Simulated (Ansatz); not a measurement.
`NC(F)[TeH]` + H₂ → H₂Te + `NCF` at 500 K and 1 bar (hydrogenolysis of a Te–C bond).

Program: Ansatz. Geometries: PBE0-D4/def2-TZVP. ΔE: electronic, gas phase. CCSD(T)/CBS is the MP2 limit (def2-TZVPP, def2-QZVPP) plus CCSD(T) − MP2 in def2-TZVPP, frozen cores. This one scheme is used for every species. def2 core potentials past Kr. For Te outer-core shells are correlated without core-valence functions, which leaves a few kJ/mol of doubt a bond. One conformer a species, not always the lowest.

```tsv
species	CCSD(T)/CBS energy (Eh)	H − E (kJ/mol)	S (J/(mol·K))
`NC(F)[TeH]`	-462.65439	177.7	381.1
H₂	-1.17544	41.0	145.5
H₂Te	-268.91024	48.9	247.6
`NCF`	-194.94856	177.4	292.6
```

H − E and S are ideal-gas, rigid-rotor, harmonic terms from PBE0-D4/def2-TZVP, for one conformer and one mirror image of each species. The MP2-based limit puts H₂ 0.8 mEh under its directly extrapolated value; such offsets cancel only in part. 1 Eh = 2625.50 kJ/mol, R = 8.31446 J/(mol·K).

By hand: ΔE, ΔH, ΔS and ΔG.

ΔE = (-268.91024) + (-194.94856) − (-462.65439) − (-1.17544) = -0.02897 Eh = -76.1 kJ/mol. Δ(H − E) = 48.9 + 177.4 − 177.7 − 41.0 = 7.6, so ΔH = -68.5 kJ/mol. ΔS = 247.6 + 292.6 − 381.1 − 145.5 = 13.6 J/(mol·K). ΔG = -68.5 − 500 × (13.6)/1000 = -75.3 kJ/mol.

By hand: the equilibrium constant, and the temperature at which ΔG would vanish if ΔH and ΔS stayed fixed.

log₁₀ K = −ΔG/(RT ln 10) = 7.9. ΔH and −TΔS have one sign here, so there is no such temperature.

The number of gas molecules stays the same, so ΔS is small and ΔH decides. A doubt of 5 kJ/mol in ΔE shifts log₁₀ K by 0.5 here. Other conformers and mirror images would add mixing entropy, several J/(mol·K) or more a flexible species. These are equilibria of isolated gas molecules and say nothing of rates. Largest T1 diagnostic: 0.012 (customary marks: 0.02 for closed shells, 0.045 for open ones).
